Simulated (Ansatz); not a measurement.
`C=C1[SiH2]C1C` and `C=C1C[SiH2]1` differ in one atom or group.

Ansatz, PBE0-D4/def2-TZVP geometries, multiplicity 1. 

| property | `C=C1[SiH2]C1C` |
| --- | --- |
| LUMO energy (PBE0/def2-TZVPP) / eV | -0.54 |
| HOMO energy (B3LYP/def2-TZVPP) / eV | -6.83 |
| zero-point energy (PBE0-D4/def2-TZVP) / kJ/mol | 269.2 |
| LUMO energy (PBE/def2-TZVPP) / eV | -1.52 |
| HOMO–LUMO gap (PBE/def2-TZVPP) / eV | 4.38 |
| HOMO energy (ωB97M-V/def2-TZVPP) / eV | -9.18 |

Problem. Give the same properties after the change, and the shifts. (An estimate is asked.)

Solution. Computed: 
```json
{"property": "LUMO energy (PBE0/def2-TZVPP) / eV", "`C=C1C[SiH2]1`": "-0.58", "shift": "-0.04"}
{"property": "HOMO energy (B3LYP/def2-TZVPP) / eV", "`C=C1C[SiH2]1`": "-7.08", "shift": "-0.25"}
{"property": "zero-point energy (PBE0-D4/def2-TZVP) / kJ/mol", "`C=C1C[SiH2]1`": "194.5", "shift": "-74.7"}
{"property": "LUMO energy (PBE/def2-TZVPP) / eV", "`C=C1C[SiH2]1`": "-1.56", "shift": "-0.04"}
{"property": "HOMO–LUMO gap (PBE/def2-TZVPP) / eV", "`C=C1C[SiH2]1`": "4.57", "shift": "0.19"}
{"property": "HOMO energy (ωB97M-V/def2-TZVPP) / eV", "`C=C1C[SiH2]1`": "-9.46", "shift": "-0.28"}
```

The zero-point energy changes by -74.7 kJ/mol with -9 modes.

Positive LUMOs are unbound, so they and the gaps depend on the basis.

B3LYP here is the variant with VWN-RPA as its local correlation; programs differ in this.
